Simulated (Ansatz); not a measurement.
Reaction (substitution at a C–C bond): `C=CCC[SiH3]` + `OB(O)O` → `C=CCOB(O)O` + `C[SiH3]`

Computed with Ansatz on PBE0-D4/def2-TZVP structures; ΔE is electronic, products minus reactants. CBS: MP2 limit from def2 TZ/QZ plus the TZ coupled-cluster correction, frozen cores. This one scheme is used for every species. DFT in def2-TZVPP. B3LYP here is the variant with VWN-RPA as its local correlation; programs differ in this. One conformer a species, not always the lowest.

`C=CCC[SiH3]`:

Z-matrix (Å, degrees):
```
C
C 1 1.493
C 1 1.533 2 112.7
H 1 1.097 2 109.2 3 -121.2
H 1 1.094 2 109.2 3 122.5
C 2 1.326 1 125.0 3 -119.9
H 2 1.089 1 116.0 3 59.0
Si 3 1.882 1 114.4 2 60.3
H 3 1.095 1 109.7 2 -178.2
H 3 1.096 1 110.2 2 -61.9
H 6 1.084 2 121.7 1 179.2
H 6 1.086 2 121.3 1 -0.8
H 8 1.489 3 110.0 1 47.7
H 8 1.486 3 112.2 1 -73.2
H 8 1.489 3 109.4 1 166.8
```

`OB(O)O`:

Cartesian coordinates in Å:
```
O -0.119 1.209 -0.624
B 0.000 0.000 0.000
O -1.119 -0.708 0.336
O 1.238 -0.501 0.289
H -1.035 1.452 -0.773
H -0.907 -1.538 0.767
H 1.942 0.086 0.005
```

`C=CCOB(O)O`:

Z-matrix (Å, degrees):
```
C
C 1 1.489
O 1 1.420 2 109.5
H 1 1.095 2 110.3 3 -120.6
H 1 1.096 2 110.2 3 120.6
C 2 1.324 1 124.1 3 127.3
H 2 1.088 1 115.6 3 -53.8
B 3 1.362 1 121.2 2 152.8
H 6 1.084 2 121.7 1 177.8
H 6 1.086 2 121.3 1 -1.9
O 8 1.368 3 119.4 1 179.3
O 8 1.366 3 120.9 1 -0.8
H 11 0.960 8 111.8 3 -0.2
H 12 0.960 8 111.8 3 -179.2
```

`C[SiH3]`:

Z-matrix (Å, degrees):
```
C
Si 1 1.871
H 1 1.092 2 110.8
H 1 1.092 2 110.8 3 -120.0
H 1 1.092 2 110.8 3 120.0
H 2 1.488 1 110.7 3 -179.9
H 2 1.488 1 110.7 3 -59.9
H 2 1.488 1 110.7 3 60.1
```

| level | ΔE (kJ/mol) | difference from CCSD(T)/CBS |
| --- | --- | --- |
| PBE-D4 | 36.5 | -2.9 |
| B3LYP-D4 | 32.5 | -6.9 |
| ωB97X-V | 33.0 | -6.4 |
| ωB97M-V | 35.6 | -3.8 |
| B2PLYP | 31.4 | -8.0 |
| PBE | 32.2 | -7.2 |
| r2SCAN | 32.9 | -6.5 |
| B3LYP | 25.4 | -14.0 |
| MP2/def2-TZVPP | 44.6 | 5.2 |
| CCSD(T)/def2-TZVPP | 37.5 | -1.9 |
| CCSD(T)/CBS | 39.4 | 0 |

Largest T1 diagnostic among the species: 0.012.

In def2-TZVPP, CCSD(T) changes the Hartree–Fock value by +14.3 kJ/mol (the triples alone add +1.2 kJ/mol) and MP2 by +21.4 kJ/mol. The D4 term adds +7.1 kJ/mol with B3LYP and +3.9 kJ/mol with PBE0; it sums over pairs of atoms, weighted by their polarisabilities, and B3LYP, whose exchange is more repulsive, gets the larger term.
